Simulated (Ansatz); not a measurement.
`[BH2][GeH]([CH3])[NH2]` and `[BH2][GeH]([CH3])[OH]` differ in one atom or group.

Ansatz, PBE0-D4/def2-TZVP geometries, multiplicity 1. Each molecule was computed in one conformer, which needn't be the lowest.

Scalar relativity is left out up to krypton.

```tsv
property	`[BH2][GeH]([CH3])[NH2]`
HOMO–LUMO gap (PBE/def2-TZVPP) / eV	2.27
LUMO energy (ωB97M-V/def2-TZVPP) / eV	-0.34
HOMO energy (PBE0/def2-TZVPP) / eV	-6.92
HOMO–LUMO gap (B3LYP/def2-TZVPP) / eV	4.20
HOMO–LUMO gap (PBE0/def2-TZVPP) / eV	4.66
HOMO energy (PBE/def2-TZVPP) / eV	-5.53
```

Q: What does the change do to each property? (Estimate.)

A: The calculation gave: 
```json
{"property": "HOMO–LUMO gap (PBE/def2-TZVPP) / eV", "`[BH2][GeH]([CH3])[OH]`": "3.04", "shift": "0.77"}
{"property": "LUMO energy (ωB97M-V/def2-TZVPP) / eV", "`[BH2][GeH]([CH3])[OH]`": "-0.46", "shift": "-0.12"}
{"property": "HOMO energy (PBE0/def2-TZVPP) / eV", "`[BH2][GeH]([CH3])[OH]`": "-7.91", "shift": "-0.99"}
{"property": "HOMO–LUMO gap (B3LYP/def2-TZVPP) / eV", "`[BH2][GeH]([CH3])[OH]`": "5.07", "shift": "0.87"}
{"property": "HOMO–LUMO gap (PBE0/def2-TZVPP) / eV", "`[BH2][GeH]([CH3])[OH]`": "5.52", "shift": "0.86"}
{"property": "HOMO energy (PBE/def2-TZVPP) / eV", "`[BH2][GeH]([CH3])[OH]`": "-6.43", "shift": "-0.90"}
```

With PBE0 the HOMO falls by 0.99 eV and the LUMO falls by 0.12 eV, so the gap widens by about 0.87 eV. PBE moves the HOMO by -0.90 eV and ωB97M-V by -0.90 eV.

B3LYP here is the variant with VWN-RPA as its local correlation; programs differ in this.
